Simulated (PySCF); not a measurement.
Cl₂FHOSn, SMILES [OH][Sn]([F])([Cl])[Cl].

Geometry optimised at B3LYP-D3(BJ)/def2-SVP. The structure was generated by enumeration; whether it is a known compound was not checked. The def2 effective core potentials stand for the cores of Sn; spin–orbit coupling is left out. One conformer was computed; it need not be the lowest.

Level of theory: PySCF 2.14.0 with TDA-PBE/def2-SVPD.

Vertical excitations.  State labels are in the subgroup Cs.

Q: Give excitation energies, oscillator strengths and character. (The exact figures need the calculation; the answer reports its results.)

A: 
```tsv
state	symmetry	energy (eV)	λ (nm)	f	main pairs
S1	A"	4.01	309	0.004	HOMO→LUMO 99 %
S2	A"	4.30	289	0.006	HOMO−1→LUMO 86 %
S3	A"	4.45	279	0.025	HOMO−2→LUMO 85 %
S4	A'	4.53	273	0.017	HOMO−3→LUMO 86 %
S5	A'	4.58	270	0.018	HOMO−4→LUMO 91 %
S6	A'	5.32	233	0.056	HOMO−5→LUMO 80 %
S7	A"	5.49	226	0.055	HOMO−6→LUMO 89 %
S8	A'	6.00	207	0.022	HOMO−7→LUMO 86 %
S9	A"	6.82	182	0.086	HOMO−8→LUMO 70 %
S10	A'	7.03	176	0.051	HOMO−9→LUMO 73 %
T1	A"	3.66	338	0	HOMO→LUMO 99 %
T2	A"	3.92	316	0	HOMO−1→LUMO 99 %
T3	A"	4.05	306	0	HOMO−2→LUMO 99 %
T4	A'	4.08	304	0	HOMO−3→LUMO 99 %
```
Triplets are in the Tamm–Dancoff approximation.
